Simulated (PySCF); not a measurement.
PySCF input for ammonia (H3N), SMILES N, HF/pcSseg-1. Geometry optimised at B3LYP-D3(BJ)/def2-TZVP.

```python
import numpy as np
from pyscf import gto, scf, dft
from pyscf.prop.nmr import rhf as nmr

mol = gto.M(
    atom='''
    N    -0.00000000   -0.00000000    0.11165546
    H     0.81646364   -0.47138550   -0.26052941
    H    -0.81646365   -0.47138549   -0.26052942
    H     0.00000001    0.94277101   -0.26052941
    ''',
    basis='pcSseg-1',
    charge=0,
    spin=0,
    max_memory=1600,
    verbose=3,
)
mf = scf.RHF(mol)
mf.conv_tol = 1e-10
mf.max_cycle = 100
mf.kernel()
n = nmr.NMR(mf)
n.verbose = 2
n.max_cycle_cphf = 60
sigma = n.kernel()
print('atom   isotropic/ppm   span/ppm')
for i, s in enumerate(sigma):
    w = np.linalg.eigvalsh((s + s.T) / 2)
    print(f'{mol.atom_symbol(i):2s}{i + 1:3d} {w.mean():14.3f} {w[2] - w[0]:11.3f}')
```

Log of the run:

```
converged SCF energy = -56.1843540464897
atom   isotropic/ppm   span/ppm
N   1        267.302      51.854
H   2         31.585      17.194
H   3         31.585      17.194
H   4         31.585      17.194
```

The run converged.
